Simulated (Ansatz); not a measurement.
Two members of one family (Oligo(thiophene), CF3 ends), computed with Ansatz in the gas phase. Binding counts from free atoms in the multiplicity of their measured ground term, without zero-point energy. Sets without diffuse functions give affinities that are too small. A dash marks a value that wasn't run or was left out as unsound. The structures are stationary points that may keep the symmetry of their start. Remarks come from the PBE and PBE0 runs and from stability tests at other levels; not every state was tested. A HOMO above zero means that the electron is unbound at that level and held by the basis, or that self-interaction error raises the level; the energy of removing that electron tells which.

First: FC(F)(F)c1ccc(-c2ccc(-c3ccc(C(F)(F)F)s3)s2)s1 (singlet, charge 0, PBE-D4/def2-SVP geometry).

Cartesian coordinates in Å:
```
F -4.354 -0.635 -5.900
C -3.022 -0.415 -5.828
F -2.401 -1.403 -6.518
F -2.756 0.741 -6.484
C -2.576 -0.364 -4.399
C -3.359 -0.527 -3.270
C -2.611 -0.428 -2.068
C -1.254 -0.190 -2.283
C -0.190 -0.039 -1.317
C 1.178 0.138 -1.530
C 1.925 0.249 -0.335
C 1.145 0.154 0.818
C 1.582 0.214 2.195
C 2.891 0.200 2.681
C 2.961 0.270 4.095
C 1.713 0.333 4.691
C 1.407 0.428 6.152
F 2.541 0.315 6.881
F 0.827 1.610 6.477
F 0.553 -0.545 6.556
S 0.436 0.321 3.511
S -0.538 -0.076 0.397
S -0.909 -0.084 -3.996
H -4.440 -0.714 -3.322
H -3.045 -0.532 -1.064
H 1.620 0.187 -2.536
H 3.012 0.403 -0.304
H 3.768 0.124 2.024
H 3.894 0.267 4.676
```

```csv
level,HOMO (eV),LUMO (eV),gap (eV),vertical IE (eV),vertical EA (eV),vertical triplet (eV),binding per atom (eV)
PBE-D4/def2-SVP,-5.29,-3.11,2.18,–,–,–,5.36
PBE-D4/def2-TZVP,-5.36,-3.24,2.12,7.27,1.46,1.89,5.26
r2SCAN-D4/def2-TZVP,-5.51,-3.22,2.28,–,–,–,5.05
PBE0-D4/def2-SVP,-6.21,-2.60,3.62,–,–,–,5.17
PBE0-D4/def2-TZVP,-6.19,-2.65,3.54,7.47,1.45,2.00,5.09
```

Remarks: HOMO above zero (-1 doublet).

Second: FC(F)(F)c1ccc(-c2ccc(-c3ccc(-c4ccc(C(F)(F)F)s4)s3)s2)s1 (singlet, charge 0, PBE-D4/def2-SVP geometry).

```csv
atom,x (Å),y (Å),z (Å)
F1,0.179,-8.497,3.769
C2,0.828,-7.310,3.736
F3,0.982,-6.890,5.017
F4,2.074,-7.531,3.249
C5,0.069,-6.320,2.907
C6,-1.144,-6.517,2.271
C7,-1.582,-5.371,1.557
C8,-0.699,-4.295,1.656
C9,-0.829,-2.979,1.070
C10,-1.978,-2.378,0.558
C11,-1.752,-1.078,0.050
C12,-0.426,-0.655,0.166
C13,0.167,0.596,-0.232
C14,1.491,1.027,-0.108
C15,1.709,2.327,-0.619
C16,0.559,2.920,-1.144
C17,0.394,4.222,-1.746
C18,-0.762,4.816,-2.254
C19,-0.541,6.117,-2.774
C20,0.780,6.518,-2.664
C21,1.372,7.820,-3.102
F22,1.919,8.505,-2.067
F23,0.426,8.606,-3.662
F24,2.360,7.647,-4.016
S25,1.767,5.296,-1.918
S26,-0.808,1.834,-0.997
S27,0.548,-1.911,0.905
S28,0.679,-4.713,2.652
H29,-1.686,-7.471,2.315
H30,-2.503,-5.332,0.963
H31,-2.961,-2.866,0.577
H32,-2.538,-0.445,-0.387
H33,2.277,0.406,0.344
H34,2.684,2.833,-0.608
H35,-1.739,4.314,-2.246
H36,-1.316,6.753,-3.219
```

**Question.** Estimate the same table for the second.

**Answer.** 
```tsv
level	HOMO (eV)	LUMO (eV)	gap (eV)	vertical IE (eV)	vertical EA (eV)	vertical triplet (eV)	binding per atom (eV)
PBE-D4/def2-SVP	-5.04	-3.16	1.88	–	–	–	5.41
PBE-D4/def2-TZVP	-5.10	-3.27	1.83	6.79	1.71	1.65	5.32
r2SCAN-D4/def2-TZVP	-5.23	-3.26	1.96	–	–	–	5.10
PBE0-D4/def2-SVP	-5.89	-2.67	3.22	–	–	–	5.23
PBE0-D4/def2-TZVP	-5.87	-2.71	3.15	7.00	1.66	1.81	5.15
```
